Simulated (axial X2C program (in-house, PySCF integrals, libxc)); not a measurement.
# Spectroscopic constants of TcN

Calculated with an in-house all-electron X2C program for linear molecules (integrals from PySCF). Spin-free means the one-electron spin-free X2C Hamiltonian. Basis: Tc dyall-cv3z [12s12p8d5f3g], N dyall-av3z [7s7p3d2f] (cores contracted in-house); Gaussian nuclei, density fitting, unrestricted open shells. Masses: Tc 98.907 u, N 14.003 u.

State, spin-free: M_S = 1, Λ = 2 (beyond evenly filled blocks: σα, δ+α, δ+β, δ-α); electrons by block: σα: 12, σβ: 11, π+α: 5, π+β: 5, π-α: 5, π-β: 5, δ+α: 2, δ+β: 2, δ-α: 2, δ-β: 1. Fragments: Tc + N.

| Hamiltonian | level | Re (Å) | ωe (cm⁻¹) | ωexe (cm⁻¹) | Be (cm⁻¹) | De (eV) | k (mdyn/Å) | μ (D) |
| --- | --- | --- | --- | --- | --- | --- | --- | --- |
| spin-free | PBE0 | 1.570 | 1205.8 | 7 | 0.5577 | 4.88 | 10.5 | -2.45 |
| spin-free | r2SCAN | 1.584 | 1171.0 | n/a | 0.5478 | 4.88 | 9.91 | -2.41 |

Dipoles are positive if N is the positive end.

The state is one determinant whose occupation by symmetry is held fixed; it was picked as the lowest of a PBE0 search that is not exhaustive. De is counted from the lowest determinant-based energies of the atoms at the same level, without counterpoise correction. Other states lie close and PBE0, whose exact exchange favours high spin, may order them wrongly; the determinant shown need not be the ground state. The nearest other spin-free determinant of the search, M_S = 0, Λ = 2, lies 0.40 eV up at the distance of the search. The functionals have no current-density term, which raises determinants with orbital currents, atoms included. The determinant is spin-polarised beyond a pure state at some levels (its spin-free form has ⟨S²⟩ too high), which makes Re and μ there less reliable.

No reliable constants came from CCSD (2c), CCSD (spin-free), CCSD(T) (2c), CCSD(T) (spin-free), HF (2c), HF (spin-free), MP2 (2c), MP2 (spin-free), PBE0 (2c), r2SCAN (2c): no minimum in range, unconverged points, a curve that is not smooth, a change of character along it, or the two Hamiltonians disagreeing along it.

The whole task took 4.3 min on 1 thread of Arm Neoverse V1, with other jobs on the host.
